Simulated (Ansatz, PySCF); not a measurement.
This PySCF input computes a PBE/def2-TZVPD energy:

```python
from pyscf import gto, scf, dft

mol = gto.M(
    atom='''
    In    0.00000000   -0.00000000    0.00000000
    F    -1.65023762   -1.00267583    0.05747087
    F     0.02001512    1.78584197   -0.73641957
    F     1.63022250   -0.78316614    0.67894870
    ''',
    basis='def2-tzvpd',
    ecp='def2-tzvp',
    charge=0,
    spin=0,
    verbose=4,
)

mf = dft.RKS(mol, xc='pbe').density_fit(auxbasis='def2-universal-jkfit')
mf.grids.level = 3
mf.conv_tol = 1e-9
mf.max_cycle = 100
mf.max_memory = 1500
mf.kernel()
if not mf.converged:
    mf = mf.newton()
    mf.kernel(mf.make_rdm1())
mf.analyze()
```

Question: Write an input for the same energy in Ansatz (a program for electronic structure) and say what it gives.

Answer: 
Ansatz 0.2 input:
```yaml
crystal:
  periodic: [false, false, false]
  atoms:
    - {symbol: In, position_ang: [0.00000000, -0.00000000, 0.00000000]}
    - {symbol: F, position_ang: [-1.65023762, -1.00267583, 0.05747087]}
    - {symbol: F, position_ang: [0.02001512, 1.78584197, -0.73641957]}
    - {symbol: F, position_ang: [1.63022250, -0.78316614, 0.67894870]}
basis:
  gaussian:
    orbitals: def2-TZVPD
hamiltonian:
  xc: {name: PBE}
output: {forces: true}
```
It gives -489.60722 Eh, and PySCF -489.60730 Eh, a difference of 0.08 mEh, from the treatment of integrals and grids.
